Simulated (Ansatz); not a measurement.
Start from `[CH3][In]([CH3])[F]` and change one element to get `[CH3][Al]([CH3])[F]`.

Ansatz, PBE0-D4/def2-TZVP geometries, multiplicity 1. 

Elements past krypton have def2 core potentials.

| property | `[CH3][In]([CH3])[F]` |
| --- | --- |
| zero-point energy (PBE0-D4/def2-TZVP) / kJ/mol | 190.5 |
| HOMO–LUMO gap (B3LYP/def2-TZVPP) / eV | 6.21 |
| HOMO energy (B3LYP/def2-TZVPP) / eV | -7.52 |
| HOMO energy (PBE0/def2-TZVPP) / eV | -7.75 |
| LUMO energy (PBE0/def2-TZVPP) / eV | -1.00 |
| LUMO energy (ωB97M-V/def2-TZVPP) / eV | 0.36 |

What does the change do to each property? (An estimate is asked.)

The calculation gave: 
```csv
property,`[CH3][Al]([CH3])[F]`,shift
zero-point energy (PBE0-D4/def2-TZVP) / kJ/mol,192.3,1.8
HOMO–LUMO gap (B3LYP/def2-TZVPP) / eV,7.17,0.96
HOMO energy (B3LYP/def2-TZVPP) / eV,-7.70,-0.18
HOMO energy (PBE0/def2-TZVPP) / eV,-7.92,-0.17
LUMO energy (PBE0/def2-TZVPP) / eV,-0.27,0.73
LUMO energy (ωB97M-V/def2-TZVPP) / eV,1.25,0.89
```

With PBE0 the HOMO falls by 0.17 eV and the LUMO rises by 0.73 eV, so the gap widens by about 0.90 eV. PBE moves the HOMO by -0.13 eV and ωB97M-V by -0.25 eV.

B3LYP here is the variant with VWN-RPA as its local correlation; programs differ in this.
